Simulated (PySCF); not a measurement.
**GaSe at LC-ωPBE**

Level: LC-ωPBE. PySCF, spin-free X2C with a Gaussian nucleus, basis sets Ga x2c-TZVPPall, Se x2c-TZVPPall.

For GaSe, the state is ²Σ⁺ (doublet), unpaired electrons σ ↑ and the bond length is 2.165 Å. The harmonic wavenumber is 331 cm⁻¹. The force constant is 2.39 mdyn/Å. The rotational constant Be is 0.09720 cm⁻¹, the anharmonicity ωexe is 1.46 cm⁻¹ and the vibration–rotation constant αe is 0.000500 cm⁻¹. The well depth De to Ga + Se is 3.05 eV. The dissociation energy D0 is 3.03 eV, the bond order (Mayer) is 1.90 and the dipole moment (positive dipole means Ga(−)Se(+)) is -3.26 D.

Spin–orbit coupling is left out. The state is the lowest determinant that a PBE0 search found; another state may lie lower at other levels.
